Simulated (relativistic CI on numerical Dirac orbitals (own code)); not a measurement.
# Ho⁴⁺: 4f valence photoemission

Computed with this model: Dirac-Coulomb-Breit CI, orbitals from a KLI potential per configuration, a model potential for QED, valence Slater integrals scaled by 0.8, multiplet model of photoemission in the sudden approximation; configurations [Xe] 4f9 → [Xe] 4f8; 300 K; Lorentzian 0.21 eV and Gaussian 0.3 eV FWHM. Energies are those of the free ion, without screening or charge transfer. The energies are binding energies and can lie tens of eV above those of solids. S is read from ⟨S²⟩ = S(S + 1).

Field parameters in Wybourne normalisation; cubic f-shell fields have B⁴₄ = √(5/14) B⁴₀ and B⁶₄ = −√(7/2) B⁶₀. The field is a parameter set, without covalency.

free ion: ground-state S = 2.42, centroid 64.34 eV. Peaks (eV, height): 60.9 (94), 63.5 (23), 64.3 (100), 65.7 (44), 66.3 (56), 67.6 (21), 69.7 (17).

Oh, B40 = -2430, B60 = -790 cm⁻¹: ground-state S = 2.42, centroid 64.34 eV. Peaks (eV, height): 60.9 (99), 63.5 (25), 64.3 (100), 65.7 (47), 66.3 (56), 67.6 (20), 69.7 (18).

Strongest unbroadened transitions for free ion:

| Energy (eV) | Relative strength |
| --- | --- |
| 60.90 | 100.0 |
| 61.28 | 32.5 |
| 61.48 | 11.2 |
| 63.51 | 21.6 |
| 64.27 | 76.1 |
| 64.30 | 23.7 |
| 64.55 | 21.1 |
| 64.68 | 6.9 |
| 64.69 | 6.4 |
| 65.07 | 19.2 |
| 65.65 | 25.6 |
| 65.68 | 14.6 |
| 66.26 | 48.5 |
| 66.52 | 9.0 |
| 66.61 | 22.3 |
| 67.58 | 18.0 |
| 69.64 | 13.6 |
| 69.82 | 4.9 |
